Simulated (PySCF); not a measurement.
**Relaxation of quartet PtO₂⁻**

Computed with PySCF, UB3LYP, basis Pt def2-SVPD with ECP60, O def2-SVPD (scalar-relativistic core potentials, no spin–orbit coupling, density fitting). A (50,194) grid was used.

A hand-made side-on start, of C2v symmetry, held to at least that symmetry:

Coordinates in bohr (charge -1 multiplicity 4):
```
Pt    0.0000    0.0000   -0.4697
O     1.3228    0.0000    2.8625
O    -1.3228    0.0000    2.8625
```

Optimiser trace:
```csv
step,E − E(last) (kJ/mol),largest gradient (Eh/bohr)
0,105.47,0.15035
1,23.16,0.04213
2,6.93,0.02425
3,1.45,0.00982
4,0.11,0.00231
5,0.00,0.00062
6,0.00,0.00007
```

It ends at C2v with O–O 1.305 Å, Pt–O 2.268 Å (×2); O–O–Pt 73.3° (×2), O–Pt–O 33.4°. A frequency run shows a minimum. Other isomers or separated fragments may lie lower.

With open d or f shells other occupations or spin states may lie lower. At this level a doublet minimum of D∞h symmetry lies 308 kJ/mol below this structure. No spin–orbit coupling is included, which matters more the heavier the element.

The relaxation took roughly 90 core-seconds on a shared host.
